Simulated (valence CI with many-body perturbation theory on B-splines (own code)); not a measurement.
Si⁺: what the settings do

Level of theory: valence CI with perturbative core correlation (CI+MBPT): three valence electrons over a frozen Dirac-Fock core [Ne], radial functions for each j: 6 s, 6 p, 5 d, 3 f, 1 g, with the one-electron correlation potential Σ1 (screened to all orders), the two-electron term Σ2, the three-electron term Σ3, Breit, model QED; selected single and double excitations, second order for the rest, scaled by the run's own slope (own B-spline code, finite nucleus).

Against 21 measured levels this calculation errs by 105 cm⁻¹ on average and by 191 at most.

The reference run has the lowest level 3s2.3p 2P°_1/2 and an ionisation energy of 16.3369 eV. Its largest variational space holds 5286 state functions.

Names give the largest LS component (configuration and term), which can be under half, so a name can repeat, a term be missing and a line seem to break the LS rules; names also repeat where a configuration has a term twice.

Changed runs:
A. size limit of the variational space 10000 → 1500; second order for the rest on → off; logarithmic knot step 0.27 → 0.33
B. three-electron term on → off
C. size limit of the variational space 10000 → 1500; scale of Σ1 1 → 0.9; second order for the rest on → off
D. cutoff of virtual states (hartree) 392 → 2.67 (bad on purpose)

Excitation energies of the reference run in cm⁻¹, and shifts in cm⁻¹:

| Level | Reference | A | B | C | D |
| --- | --- | --- | --- | --- | --- |
| 3s2.3p 2P°_3/2 | 287 | +75 | -0.2 | +74 | -4.1 |
| 3s.3p2 4P_1/2 | 42638 | -23 | -15 | -83 | -248 |
| 3s.3p2 4P_3/2 | 42747 | +21 | -15 | -39 | -249 |
| 3s.3p2 4P_5/2 | 42922 | +36 | -15 | -37 | -252 |
| 3s.3p2 2D_3/2 | 55263 | +77 | +1.4 | +2.8 | -333 |
| 3s.3p2 2D_5/2 | 55280 | +104 | +1.2 | +17 | -333 |
| 3s2.4s 2S_1/2 | 65503 | -17 | +30 | -113 | -378 |
| 3s.3p2 2S_1/2 | 76819 | +5.0 | +25 | -85 | -137 |
| 3s2.3d 2D_3/2 | 79489 | +175 | +33 | +71 | -393 |
| 3s2.3d 2D_5/2 | 79505 | +202 | +34 | +86 | -393 |
| 3s2.4p 2P°_1/2 | 81168 | -15 | +30 | -119 | -405 |
| 3s2.4p 2P°_3/2 | 81228 | +44 | +30 | -61 | -406 |
| Ionisation energy (eV) | 16.3369 | -0.0042 | +0.0037 | -0.0202 | -0.0645 |
